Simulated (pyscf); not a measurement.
## HS–Ag (SMILES [SH][Ag]), singlet

Gas-phase minimum from PySCF at ωB97X-D3(BJ)/def2-SVP, one conformer. 

SMILES: [SH][Ag]
```xyz
3

S      0.5114     1.3100     0.4773
Ag     1.7212     0.5533    -1.3625
H     -0.1501     0.1479     0.6524
```

Bonds (Å): S1–Ag2 2.328, S1–H3 1.349. Angles (°): Ag2–S1–H3 94.4.

Properties at ωB97X-D3(BJ)/def2-SVP:

```yaml
harmonic_wavenumbers_unscaled: 342, 604, 2747 cm⁻¹
zero_point_energy: 5.3 kcal/mol
rotational_symmetry_number: 1
Entropy of this conformer at 298 K and 1 atm, rigid rotor and harmonic oscillator, modes under 100 cm⁻¹ raised to 100: 269.2 J/(mol K)
dipole_moment: 4.85 D
```

Single-point totals, which compare only within one level (frozen core for MP2 and CC):

```csv
level,total energy (hartree)
ωB97X-D3(BJ)/def2-TZVP,-545.87200
PBE/def2-TZVP,-545.65372
r²SCAN/def2-TZVP,-545.83206
B3LYP-D3(BJ)/def2-TZVP,-545.88904
PBE0-D3(BJ)/def2-TZVP,-545.66784
M06-2X/def2-TZVP,-545.71653
ωB97M-D3(BJ)/def2-TZVP,-545.86506
HF/def2-TZVPP,-544.26110
MP2/def2-TZVPP,-545.11246
CCSD/def2-TZVPP,-545.09641
CCSD(T)/def2-TZVPP,-545.12579
```

The CCSD(T) − MP2 part came from Ansatz, without density fitting, on the same reference. The frozen core leaves the outer d or s,p core shells of the metals and heavy elements correlated in the MP2 and CC values, and def2-TZVPP describes them poorly, so these totals are far from the basis limit. Elements past Kr carry the def2 core potentials, without spin-orbit coupling.
